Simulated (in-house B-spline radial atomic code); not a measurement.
A run on the ruthenium ion Ru⁺ (an excited or competing configuration) that did not converge. Method: non-relativistic wB97X, spin-polarised, spherical fractional occupations, point nucleus; computed with a B-spline radial code for spherical atoms. In the input, 2p2,3 would mean two up and three down electrons.

Command:
```bash
python run_scf.py task.json out
```
Settings:
```
Z                44
configuration    1s2 2s2 2p6 3s2 3p6 3d10 4s2 4p3,2 4d3,4 5f0,1
hamiltonian      nr
method           wb97x
spin_polarised   True
```

First and last ten iterations of the last attempt (damped for 15 steps, keeping 80 % of the old Fock matrix, then DIIS):
```
 iter        energy (Eh)    residual
    1       -4430.630568    5.59e-01
    2       -4435.749071    3.42e-01
    3       -4438.300884    2.36e-01
    4       -4439.621214    1.60e-01
    5       -4440.286054    1.04e-01
    6       -4440.580980    6.65e-02
    7       -4440.720278    4.65e-02
    8       -4440.787696    3.29e-02
    9       -4440.820186    2.30e-02
   10       -4440.835825    1.66e-02
  111       -4435.708915    9.23e-02
  112       -4419.686940    2.16e-01
  113       -4419.791936    2.16e-01
  114       -4412.170417    2.60e-01
  115       -4440.852154    2.15e-04
  116       -4440.852151    1.51e-04
  117       -4440.852176    2.19e-04
  118       -4440.851281    9.41e-04
  119       -4440.852364    7.31e-04
  120       -4440.852354    6.85e-04
 not converged after 120 iterations
```

The smallest residual met was 1.4e-04; the threshold is about 4e-07. No energy from this run should be used. Time taken, with all properties: 15 s on 1 thread of Intel(R) Xeon(R) 6975P-C (shared host).
